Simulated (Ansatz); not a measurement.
`[F][Zr]([F])([I])[I]` and `[F][Zr]([F])([F])[I]` differ in one atom or group.

Ansatz, PBE0-D4/def2-TZVP geometries, multiplicity 1. 

Elements past krypton have def2 core potentials.

| property | `[F][Zr]([F])([I])[I]` |
| --- | --- |
| size of the dipole moment (ωB97M-V/def2-TZVPP) / D | 0.11 |
| HOMO–LUMO gap (ωB97M-V/def2-TZVPP) / eV | 9.43 |
| HOMO energy (PBE/def2-TZVPP) / eV | -7.00 |
| HOMO energy (B3LYP/def2-TZVPP) / eV | -7.86 |
| size of the dipole moment (B3LYP/def2-TZVPP) / D | 0.37 |
| ideal-gas entropy at 298 K and 1 bar (rigid rotor, harmonic PBE0-D4/def2-TZVP) / J/(mol·K) | 400 |

**Question.** What does the change do to each property? (An estimate is asked.)

**Answer.** Computed: 
```
                                                                                  property  `[F][Zr]([F])([F])[I]`  shift
                                        size of the dipole moment (ωB97M-V/def2-TZVPP) / D                    0.11   0.00
                                                   HOMO–LUMO gap (ωB97M-V/def2-TZVPP) / eV                   10.58   1.15
                                                         HOMO energy (PBE/def2-TZVPP) / eV                   -7.20  -0.20
                                                       HOMO energy (B3LYP/def2-TZVPP) / eV                   -8.11  -0.25
                                          size of the dipole moment (B3LYP/def2-TZVPP) / D                    0.17  -0.20
ideal-gas entropy at 298 K and 1 bar (rigid rotor, harmonic PBE0-D4/def2-TZVP) / J/(mol·K)                     365    -35
```

With PBE0 the HOMO falls by 0.25 eV and the LUMO rises by 0.65 eV, so the gap widens by about 0.90 eV. PBE moves the HOMO by -0.20 eV and ωB97M-V by -0.30 eV. Dipoles are sizes alone; their direction can turn. Modes under 60 cm⁻¹, often nearly free rotors, make the harmonic entropy too high.

B3LYP here is the variant with VWN-RPA as its local correlation; programs differ in this.

Spin–orbit coupling is left out; it splits and shifts lone-pair levels of the heavy atoms by tenths of an eV.
